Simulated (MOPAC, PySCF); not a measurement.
C4H7ClSi, SMILES `C=C/C([SiH3])=C\Cl` (C–C–C–Si torsion 0°), neutral singlet in the gas phase. 

Cartesian coordinates (Å):
```xyz
13

C     -1.1091    -1.6828     0.3772
C     -1.1568    -0.3570     0.4144
C     -0.0581     0.5254     0.0290
Si     1.5728    -0.1684    -0.5732
C     -0.1468     1.8530     0.0812
Cl    -1.5420     2.7388     0.5997
H     -0.2308    -2.2261     0.0508
H     -1.9587    -2.2800     0.6772
H     -2.0665     0.1254     0.7519
H      1.3769    -0.9877    -1.7883
H      2.1938    -1.0210     0.4630
H      2.4666     0.9672    -0.8807
H      0.6589     2.5132    -0.2023
```
Charge 0, multiplicity 1.

All levels are single points at this geometry (CAM-B3LYP-D3(BJ)/def2-TZVP); Pople sets use spherical d functions. Orbital energies aren't observables, and empty levels follow the basis.

CAM-B3LYP-D3(BJ)/def2-TZVP in PySCF gives gap (eV) = 7.99.

Estimate the gap (eV) from each of these levels: PBE-D3(BJ)/def2-TZVP in PySCF; B3LYP/3-21G in PySCF; B3LYP/6-311+G** in PySCF; B3LYP/6-31G* in PySCF; B3LYP/LANL2DZ in PySCF; BP86/6-31G* in PySCF; M06-2X/6-31G* in PySCF; PM7 in MOPAC.


| level | gap (eV) |
|---|---|
| PBE-D3(BJ)/def2-TZVP in PySCF | 3.77 |
| B3LYP/3-21G in PySCF | 5.50 |
| B3LYP/6-311+G** in PySCF | 5.26 |
| B3LYP/6-31G* in PySCF | 5.41 |
| B3LYP/LANL2DZ in PySCF | 5.38 |
| BP86/6-31G* in PySCF | 3.86 |
| M06-2X/6-31G* in PySCF | 7.79 |
| PM7 in MOPAC | 9.32 |
